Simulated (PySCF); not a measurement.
Orbital picture of SiHg⁺

B2PLYP at R = 2.631 Å; PySCF, scalar-relativistic core potentials, basis sets Si def2-SVPD, Hg def2-SVPD with ECP60. State: ²Π (doublet), unpaired electrons π ↑. Only the outer orbitals are listed, counted within each symmetry, core potentials removing the inner ones.

```csv
spin,orbital,occ.,ε (eV),on Si (%),main shells (%)
α,6σ,1,-21.58,46,"50 Hg d, 44 Si s"
α,3π,1,-20.37,1,99 Hg d
α,3π,1,-20.35,1,100 Hg d
α,1δ,1,-20.10,0,100 Hg d
α,1δ,1,-20.10,0,100 Hg d
α,7σ,1,-19.43,47,"49 Hg d, 47 Si s"
α,8σ,1,-14.35,34,"66 Hg s, 23 Si p, 8 Si s"
α,4π,1,-12.47,97,97 Si p
α,4π,0,-7.91,92,92 Si p
α,9σ,0,-7.46,53,"52 Si p, 23 Hg p, 22 Hg s"
α,5π,0,-4.20,13,"87 Hg p, 10 Si d"
β,6σ,1,-21.13,21,"75 Hg d, 19 Si s"
β,3π,1,-20.36,0,100 Hg d
β,3π,1,-20.30,0,100 Hg d
β,1δ,1,-20.10,0,100 Hg d
β,1δ,1,-20.10,0,100 Hg d
β,7σ,1,-18.56,65,"65 Si s, 24 Hg d, 10 Hg s"
β,8σ,1,-14.14,34,"66 Hg s, 20 Si p, 13 Si s"
β,4π,0,-7.65,90,"90 Si p, 9 Hg p"
β,9σ,0,-7.27,54,"52 Si p, 28 Hg p, 18 Hg s"
β,4π,0,-6.69,83,"83 Si p, 16 Hg p"
```

**Question.** Which are the highest filled and the lowest empty level, where do they sit, and how wide is the gap?

**Answer.** Highest filled α 4π at -12.47 eV (in %: 97 Si p); lowest empty α 4π at -7.91 eV (in %: 92 Si p); the gap at B2PLYP is 4.56 eV. Both belong to one degenerate shell, split only by its one-sided filling, so this is no excitation gap.

- bond order (Mayer): 0.86
- ⟨S²⟩: 0.759
- charge on Si (Mulliken, basis-dependent): 0.54
- charge on Si (Löwdin, basis-dependent): 0.45
- dipole moment (positive dipole points towards Hg; it is taken about the centre of mass and depends on that origin): -4.44 D

Correlated steps freeze 5 core orbitals. Spin–orbit coupling is left out. B2PLYP dipoles, levels and charges come from its SCF part alone. The state was picked by a PBE0 search and need not be the measured ground state.
